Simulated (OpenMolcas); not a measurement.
## OpenMolcas run: W3+

Input:

```
&GATEWAY
Coord
1

W 0.0 0.0 0.0
Basis=ANO-RCC-VTZP
Group=XYZ
NoMove
AngMom=0.0 0.0 0.0
AMFI
&SEWARD
* reference wave functions (RASSCF and RASSI steps not shown): 9 electrons in 8 orbitals (RAS1 5p, at most 2 holes; RAS2 5d)
>>> COPY JOB001 $Project.JobIph
&CASPT2
Multistate=10 1 2 3 4 5 6 7 8 9 10
Frozen=14 16
IPEA=0.0
Imaginary=0.1
MaxIter=60
WThr=0.0 0.3 0.05
PrWF=0.5
NoMix
>>> COPY JOB002 $Project.JobIph
&CASPT2
Multistate=40 1 2 3 4 5 6 7 8 9 10 11 12 13 14 15 16 17 18 19 20 21 22
23 24 25 26 27 28 29 30 31 32 33 34 35 36 37 38 39 40
Frozen=14 16
IPEA=0.0
Imaginary=0.1
MaxIter=60
WThr=0.0 0.3 0.05
PrWF=0.5
NoMix
```

Launched by
```bash
OMP_NUM_THREADS=1 MOLCAS_MEM=1689 MOLCAS_PROJECT=a pymolcas a.inp > a.log  # once for each step of the input, in one work folder
```

Output, cut to the results:

```
--- CASPT2 ---
Orbital specifications:
      -----------------------

      Symmetry species                           1   2
                                                ag  au
      Frozen orbitals                           14  16
      Inactive orbitals                          1   0
      Active orbitals                            5   3
      Secondary orbitals                        31  34
      Deleted orbitals                           0   0
      Number of basis functions                 51  53
Type of calculation                        MS-CASPT2
      Fock operator                              state-specific
      IPEA shift                                 0.00
      Real shift                                 0.00
      Imaginary shift                            0.10
      The input orbitals will be transformed to quasi-canonical
Reference energy:      -16125.7103921673
      E2 (Non-variational):      -0.2140251573
      Shift correction:          -0.0000873324
      E2 (Variational):          -0.2141124898
      Total energy:          -16125.9245046571
      Residual norm:              0.0000002251
      Reference weight:           0.96438
      Contributions to the CASPT2 correlation energy
      Active & Virtual Only:         -0.1671953018
      One Inactive Excited:          -0.0420491094
      Two Inactive Excited:          -0.0047807461
Reference energy:      -16125.7103921673
      E2 (Non-variational):      -0.2139818158
      Shift correction:          -0.0000871015
      E2 (Variational):          -0.2140689173
      Total energy:          -16125.9244610847
      Residual norm:              0.0000002192
      Reference weight:           0.96440
      Contributions to the CASPT2 correlation energy
      Active & Virtual Only:         -0.1671551941
      One Inactive Excited:          -0.0420462066
      Two Inactive Excited:          -0.0047804151
::    CASPT2 Root  1     Total energy: -16125.92450466
::    CASPT2 Root  2     Total energy: -16125.92446108
::    CASPT2 Root  3     Total energy: -16125.92309416
::    CASPT2 Root  4     Total energy: -16125.92517926
::    CASPT2 Root  5     Total energy: -16125.92479230
::    CASPT2 Root  6     Total energy: -16125.92492943
::    CASPT2 Root  7     Total energy: -16125.92397311
::    CASPT2 Root  8     Total energy: -16125.88045893
::    CASPT2 Root  9     Total energy: -16125.88045893
::    CASPT2 Root 10     Total energy: -16125.88045893
::    MS-CASPT2 Root  1     Total energy: -16125.92601765
::    MS-CASPT2 Root  2     Total energy: -16125.92530525
::    MS-CASPT2 Root  3     Total energy: -16125.92505532
::    MS-CASPT2 Root  4     Total energy: -16125.92483957
::    MS-CASPT2 Root  5     Total energy: -16125.92355665
::    MS-CASPT2 Root  6     Total energy: -16125.92343053
::    MS-CASPT2 Root  7     Total energy: -16125.92280159
::    MS-CASPT2 Root  8     Total energy: -16125.88044942
::    MS-CASPT2 Root  9     Total energy: -16125.88044160
::    MS-CASPT2 Root 10     Total energy: -16125.88041323
--- CASPT2 ---
Orbital specifications:
      -----------------------

      Symmetry species                           1   2
                                                ag  au
      Frozen orbitals                           14  16
      Inactive orbitals                          1   0
      Active orbitals                            5   3
      Secondary orbitals                        31  34
      Deleted orbitals                           0   0
      Number of basis functions                 51  53
Type of calculation                        MS-CASPT2
      Fock operator                              state-specific
      IPEA shift                                 0.00
      Real shift                                 0.00
      Imaginary shift                            0.10
      The input orbitals will be transformed to quasi-canonical
Reference energy:      -16125.6532972509
      E2 (Non-variational):      -0.2264453414
      Shift correction:          -0.0007763686
      E2 (Variational):          -0.2272217100
      Total energy:          -16125.8805189609
      Residual norm:              0.0000001858
      Reference weight:           0.95115
      Contributions to the CASPT2 correlation energy
      Active & Virtual Only:         -0.1792625123
      One Inactive Excited:          -0.0423740788
      Two Inactive Excited:          -0.0048087503
Reference energy:      -16125.6532972509
      E2 (Non-variational):      -0.2265109761
      Shift correction:          -0.0009397533
      E2 (Variational):          -0.2274507293
      Total energy:          -16125.8807479802
      Residual norm:              0.0000001783
      Reference weight:           0.95048
      Contributions to the CASPT2 correlation energy
      Active & Virtual Only:         -0.1793322866
      One Inactive Excited:          -0.0423700303
      Two Inactive Excited:          -0.0048086591
::    CASPT2 Root  1     Total energy: -16125.88051896
::    CASPT2 Root  2     Total energy: -16125.88074798
::    CASPT2 Root  3     Total energy: -16125.88070465
::    CASPT2 Root  4     Total energy: -16125.88064309
::    CASPT2 Root  5     Total energy: -16125.88069479
::    CASPT2 Root  6     Total energy: -16125.88066779
::    CASPT2 Root  7     Total energy: -16125.88054353
::    CASPT2 Root  8     Total energy: -16125.88109607
::    CASPT2 Root  9     Total energy: -16125.88091922
::    CASPT2 Root 10     Total energy: -16125.88809477
::    CASPT2 Root 11     Total energy: -16125.88809477
::    CASPT2 Root 12     Total energy: -16125.88809477
::    CASPT2 Root 13     Total energy: -16125.86381860
::    CASPT2 Root 14     Total energy: -16125.86381385
::    CASPT2 Root 15     Total energy: -16125.86377435
::    CASPT2 Root 16     Total energy: -16125.86376596
::    CASPT2 Root 17     Total energy: -16125.86377572
::    CASPT2 Root 18     Total energy: -16125.85990353
::    CASPT2 Root 19     Total energy: -16125.85968579
...
```

Levels above the lowest, from the spin-orbit matrix with the single-state CASPT2 energies, averaged by term, on its diagonal:

```json
{"Configuration": "5d3", "Term": "4F", "J": "3/2", "E (cm-1)": "0.0", "Measured (cm-1)": "0.0", "g": "0.478", "Term weight %": "84", "Second": "13 2D(1)"}
{"Configuration": "5d3", "Term": "4F", "J": "5/2", "E (cm-1)": "3970", "Measured (cm-1)": "3537", "g": "1.036", "Term weight %": "96", "Second": "4 2D(1)"}
{"Configuration": "5d3", "Term": "4F", "J": "7/2", "E (cm-1)": "7380", "Measured (cm-1)": "6745", "g": "1.206", "Term weight %": "90", "Second": "9 2G"}
{"Configuration": "5d3", "Term": "2P", "J": "3/2", "E (cm-1)": "9590", "Measured (cm-1)": "", "g": "1.338", "Term weight %": "47", "Second": "34 4P"}
{"Configuration": "5d3", "Term": "4F", "J": "9/2", "E (cm-1)": "9940", "Measured (cm-1)": "9256", "g": "1.255", "Term weight %": "69", "Second": "26 2G"}
{"Configuration": "5d3", "Term": "2P", "J": "1/2", "E (cm-1)": "11260", "Measured (cm-1)": "", "g": "1.517", "Term weight %": "58", "Second": "42 4P"}
{"Configuration": "5d3", "Term": "2G", "J": "7/2", "E (cm-1)": "16060", "Measured (cm-1)": "15261", "g": "0.929", "Term weight %": "88", "Second": "10 4F"}
{"Configuration": "5d3", "Term": "2H", "J": "9/2", "E (cm-1)": "17350", "Measured (cm-1)": "", "g": "1.061", "Term weight %": "52", "Second": "24 4F"}
{"Configuration": "5d3", "Term": "4P", "J": "5/2", "E (cm-1)": "18280", "Measured (cm-1)": "17190", "g": "1.552", "Term weight %": "89", "Second": "8 2D(1)"}
{"Configuration": "5d3", "Term": "4P", "J": "1/2", "E (cm-1)": "18630", "Measured (cm-1)": "", "g": "1.820", "Term weight %": "58", "Second": "42 2P"}
{"Configuration": "5d3", "Term": "4P", "J": "3/2", "E (cm-1)": "19660", "Measured (cm-1)": "", "g": "1.308", "Term weight %": "53", "Second": "36 2D(1)"}
{"Configuration": "5d3", "Term": "2H", "J": "11/2", "E (cm-1)": "23790", "Measured (cm-1)": "22223", "g": "1.091", "Term weight %": "100", "Second": ""}
{"Configuration": "5d3", "Term": "2D(1)", "J": "5/2", "E (cm-1)": "24460", "Measured (cm-1)": "22766", "g": "1.224", "Term weight %": "85", "Second": "8 4P"}
{"Configuration": "5d3", "Term": "2G", "J": "9/2", "E (cm-1)": "25730", "Measured (cm-1)": "", "g": "1.039", "Term weight %": "51", "Second": "43 2H"}
{"Configuration": "5d3", "Term": "2P", "J": "3/2", "E (cm-1)": "25890", "Measured (cm-1)": "", "g": "1.140", "Term weight %": "44", "Second": "39 2D(1)"}
{"Configuration": "5d3", "Term": "2F", "J": "7/2", "E (cm-1)": "30520", "Measured (cm-1)": "28412", "g": "1.136", "Term weight %": "96", "Second": "3 2G"}
{"Configuration": "5d3", "Term": "2F", "J": "5/2", "E (cm-1)": "30520", "Measured (cm-1)": "27938", "g": "0.895", "Term weight %": "90", "Second": "8 2D(2)"}
{"Configuration": "5d3", "Term": "2D(2)", "J": "5/2", "E (cm-1)": "46610", "Measured (cm-1)": "43287", "g": "1.181", "Term weight %": "88", "Second": "8 2F"}
{"Configuration": "5d3", "Term": "2D(2)", "J": "3/2", "E (cm-1)": "46880", "Measured (cm-1)": "", "g": "0.803", "Term weight %": "98", "Second": ""}
```

Against the 10 measured excited levels shown (the list in J. Phys. B 45, 035001 (2012)) the mean absolute deviation is 1500 cm-1; the largest miss in energy is 5d3 2D 5/2(2): computed 46610, measured 43287 cm-1 (+7.7 %), and the largest in proportion 5d3 4F 5/2 (+12.3 %).

CASPT2 does not keep the components of a term degenerate, so their means are used; among the terms shown or strongly mixed into the levels shown the widest spread is 460 cm-1 (5d3 4F). Over all roots computed the reference weight is 0.89 to 0.97; the roots of lowest weight are the least certain, and an intruder state may touch them. Active for correlation alone: 5p; no level in the range computed is led by a configuration that opens it, so any true level of that kind is missing. The CASPT2 spread within a term exceeds the gap to the next term for 5d3 2G and 5d3 4P, so the order of their levels is uncertain. Measured partners are found by configuration, term and J. A level has none where our copy of the source lacks it or the pairing is in doubt (some pairs that miss far off the trend of their configuration count as doubtful), and it then counts in no deviation. Only configurations of the active space appear. The first state left out of the spin-orbit step lies near 670000 cm-1 above the lowest spin-free state of the reference (among the parities and spins computed), and the list stops at four fifths of that energy or lower.

The CASPT2 steps took 37 s on 1 thread of Intel(R) Xeon(R) 6975P-C (Granite Rapids) (shared host); the integral step is not counted.

The term weight is that of the spin-free term in the level, not the purity of its configuration. A number in round brackets counts repeated terms of one configuration in the order of the reference energies.
